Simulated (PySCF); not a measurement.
C2H3BF2O, SMILES C=C(F)B(O)F.

Geometry: B3LYP-D3(BJ)/def2-SVP. This is a generated structure with no PubChem entry under its InChIKey; it may be hypothetical. The values are those of a single conformer.

Computed with B3LYP/def2-TZVP (PySCF).

Symmetry labels are those of the subgroup Cs that the program uses (full group Cs).

Task: List the valence orbital energies around the gap with their symmetry. (Estimate from the structure and the level; the computed values follow.)

Result: 
```csv
orbital,symmetry,energy (eV)
HOMO−7,A",-13.22
HOMO−6,A",-12.69
HOMO−5,A',-12.02
HOMO−4,A',-11.90
HOMO−3,A',-11.17
HOMO−2,A",-10.34
HOMO−1,A',-9.70
HOMO,A",-7.92
LUMO,A",-1.52
LUMO+1,A',0.36
LUMO+2,A',1.61
LUMO+3,A",1.97
```
